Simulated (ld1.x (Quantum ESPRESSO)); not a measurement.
## O (Z = 8) RRKJ: all-electron and pseudo phase curves

ld1.x (Quantum ESPRESSO) 7.5 input, shortened:

```
&input
   title='O', zed=8., rel=1, dft='PBESOL', iswitch=3,
   config='[He] 2s2 2p4'
 /
 &inputp
   pseudotype=2, tm=.false., lloc=0,
   nlcc=.true., new_core_ps=.true., rcore=0.50
 /
2
2P  2  1   4.00   0.00  1.40  1.40  0.0
2S  1  0   2.00   0.00  0.55  0.55  0.0
 &test
   configts(1)='2s2 2p4'
 /
```

The phase is arctan(r·u′/u) with u = r·R(r), unwrapped; energies in Ry, scanned from -4 to 5 Ry. A pole is an energy at which the radial function vanishes at the test radius. The pseudo phase is shifted by a multiple of π to meet the all-electron one at the reference energy, and phase errors are pseudo minus all-electron; the curves can meet again beyond the range given. Levels narrower than the energy grid can be missing from the lists of poles.

```
channel  radius (bohr)  reference energy (Ry)  poles, all-electron  poles, pseudo  unbroken range about the reference energy with phases within 0.05 rad  phase error 1 Ry above the reference energy (rad)
      s           1.55                  -1.75                -0.12          -0.13                                                        the whole range                                             -0.000
      p           1.55                  -0.66                 0.80           0.82                                                              below 4.2                                             +0.003
```

Phases in the p channel:

| E (Ry) | all-electron | pseudo |
| --- | --- | --- |
| -4.00 | 1.203 | 1.204 |
| -3.76 | 1.186 | 1.187 |
| -3.52 | 1.166 | 1.167 |
| -3.28 | 1.143 | 1.144 |
| -3.04 | 1.115 | 1.117 |
| -2.80 | 1.081 | 1.083 |
| -2.56 | 1.039 | 1.041 |
| -2.32 | 0.984 | 0.986 |
| -2.08 | 0.910 | 0.913 |
| -1.84 | 0.807 | 0.810 |
| -1.60 | 0.654 | 0.657 |
| -1.36 | 0.417 | 0.420 |
| -1.12 | 0.058 | 0.060 |
| -0.88 | -0.395 | -0.394 |
| -0.64 | -0.796 | -0.796 |
| -0.40 | -1.073 | -1.072 |
| -0.16 | -1.251 | -1.250 |
| 0.08 | -1.371 | -1.369 |
| 0.32 | -1.456 | -1.453 |
| 0.56 | -1.520 | -1.517 |
| 0.80 | -1.571 | -1.566 |
| 1.04 | -1.612 | -1.607 |
| 1.28 | -1.648 | -1.642 |
| 1.52 | -1.680 | -1.673 |
| 1.76 | -1.708 | -1.700 |
| 2.00 | -1.736 | -1.726 |
| 2.24 | -1.762 | -1.750 |
| 2.48 | -1.788 | -1.774 |
| 2.72 | -1.814 | -1.798 |
| 2.96 | -1.841 | -1.822 |
| 3.20 | -1.870 | -1.847 |
| 3.44 | -1.901 | -1.874 |
| 3.68 | -1.934 | -1.902 |
| 3.92 | -1.972 | -1.932 |
| 4.16 | -2.014 | -1.966 |
| 4.40 | -2.064 | -2.003 |
| 4.64 | -2.122 | -2.046 |
| 4.88 | -2.191 | -2.095 |
